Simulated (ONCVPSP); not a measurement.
# Before and after: ONCV potential for phosphorus (P)

ONCVPSP 4.0.1 input, shortened (lines: element, Z, core and valence counts, functional; n l f; lmax; l rc ep ncon nbas qcut; lloc lpopt rc5 dvloc0; l nproj debl; icmod fcfact rcfact), LDA (Perdew-Zunger), non-relativistic:

```
  P 15.00    3    2        3      upf
    1    0    2.00
    2    0    2.00
    2    1    6.00
    3    0    2.00
    3    1    2.00
    1
    0    1.40    0.00    3    8    4.60
    1    1.85    0.00    4    7    4.80
    4    5    1.20    0.00
    0    2    3.20
    1    1    2.40
    0    0.00    0.00
```

Change: scalar-relativistic.

Cutoffs: the cutoffs (Ha) at which the residual kinetic energy of the hardest occupied pseudo-wave falls to 1 and 0.1 mHa per electron; they do not see the model core or the augmentation charge, which bear on the density cutoff. Errors are all-electron minus pseudo energies relative to the spin-unpolarised reference configuration.

**Question.** What does the change do?

**Answer.** The potential gets neither clearly harder nor softer (10 Ha and 32 Ha → 10 Ha and 33 Ha); the errors of the 4 common tests hardly move; neither file shows a bound ghost.

| quantity | base | changed |
| --- | --- | --- |
| cutoff, loose | 10 Ha | 10 Ha |
| cutoff, tight | 32 Ha | 33 Ha |
| loose cutoff by channel | s 10 Ha, p 4.8 Ha | s 10 Ha, p 4.8 Ha |
| bound ghosts | none | none |
| GHOST(+) flags under 300 eV | s at 155.3 eV | s at 156.5 eV |
| error for 3s2 3p3, meV [ΔE -9.83 → -9.82 eV] | +4.9 | +5.5 |
| error for 3s2 3p1, meV [ΔE 19.26 → 19.25 eV] | +15 | +13 |
| error for 3s2 3p0, meV [ΔE 49.17 → 49.14 eV] | +91 | +88 |
| error for 3s0 3p5, meV [ΔE 7.12 → 7.32 eV] | +8.3 | +8.8 |
| s: phases at 1.42 bohr within 0.05 rad from the reference energy up to (Ha; the scan ends near 5) | 4.8 | 4.9 |
| p: phases at 1.88 bohr within 0.05 rad from the reference energy up to (Ha; the scan ends near 5) | 1.5 | 1.5 |
